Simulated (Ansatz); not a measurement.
Relaxation of a periodic cell of 17 atoms, TiSi16 (host Si, host structure diamond, interstitial Ti), to a largest force component of 0.03 eV/Å in at most 60 steps.

Theory: DFT PBE, scalar-relativistic, plane waves, PAW (Ansatz 0.2.0). Settings: PAW set soft_1, cutoff 420 eV, k mesh 2x2x2, gaussian smearing 0.02 eV, no spin polarisation.

```xyz
17
Lattice="0.0000 5.4300 5.4300 5.4300 0.0000 5.4300 5.4300 5.4300 0.0000" Properties=species:S:1:pos:R:3
Si 0.000 0.000 0.000
Si 1.357 1.357 1.357
Si 2.715 2.715 0.000
Si 4.072 4.072 1.357
Si 2.715 0.000 2.715
Si 4.072 1.357 4.072
Si 5.430 2.715 2.715
Si 6.787 4.072 4.072
Si 0.000 2.715 2.715
Si 1.357 4.072 4.072
Si 2.715 5.430 2.715
Si 4.072 6.787 4.072
Si 2.715 2.715 5.430
Si 4.072 4.072 6.787
Si 5.430 5.430 5.430
Si 6.787 6.787 6.787
Ti 6.824 9.480 6.735
```

Task: Where does it end, and by what steps?

Result: The forces met the threshold. The force dipped under the threshold on the way, but the program's further checks kept it going. Limits of this set-up: coarse k mesh. After 8 steps the energy has fallen by 0.427 eV; Si1 moved furthest, 0.11 Å.

```csv
step,energy less start (eV),largest force component (eV/Å),accepted
0,0.0000,1.413,yes
1,-0.3958,0.417,yes
2,-0.4247,0.056,yes
3,-0.4251,0.069,yes
4,-0.4262,0.018,yes
5,-0.4267,0.028,yes
6,-0.4264,0.053,no
7,-0.4273,0.021,yes
8,-0.4275,0.010,yes
```

```xyz
17
Lattice="0.0000 5.4300 5.4300 5.4300 0.0000 5.4300 5.4300 5.4300 0.0000" Properties=species:S:1:pos:R:3
Si -0.061 0.042 -0.074
Si 1.358 1.371 1.353
Si 2.737 2.680 -0.021
Si 4.035 4.075 1.333
Si 2.786 0.037 2.774
Si 4.070 1.401 4.068
Si 5.394 2.691 2.752
Si 6.811 4.072 4.111
Si -0.019 2.669 2.735
Si 1.333 4.070 4.023
Si 2.722 5.434 2.718
Si 4.072 6.754 4.074
Si 2.757 2.695 5.388
Si 4.123 4.067 6.812
Si 5.427 5.433 5.423
Si 6.790 6.764 6.785
Ti 6.790 9.523 6.782
```

Whether the end is a true minimum wasn't checked by a vibrational analysis.

The run took 46 s on 1 thread of Arm Neoverse V2 (shared host), peak memory 0.55 GiB.
